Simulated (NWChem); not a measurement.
## Correlation energy of ammonium (H4N (+1))

```xyz
5

N      0.0000     0.0000     0.0000
H      0.8428     0.0000     0.5960
H     -0.8428     0.0000     0.5960
H      0.0000     0.8428    -0.5960
H      0.0000    -0.8428    -0.5960
```
Charge +1, spin multiplicity 1.

Program: NWChem. The geometry was optimised at B3LYP/def2-SVP, a minimum by its harmonic frequencies.

Basis set: 6-311G**. Each correlation energy counts from its own Hartree-Fock reference.

The correlated methods keep 1 core orbital frozen. The Pople sets run with spherical d functions. Coupled-cluster values serve here as a point of comparison, not as the truth.

```tsv
method	correlation energy (mHa)
MP2	…
SCS-MP2	-199.9
CR-CCSD[T]	-218.4
CR-CCSD(T)	-218.3
CCSD	…
CCSD+T(CCSD)	-219.0
CCSD(T)	-218.9
```

What belongs in the gaps?


- MP2, correlation energy (mHa): -197.5
- CCSD, correlation energy (mHa): -214.1
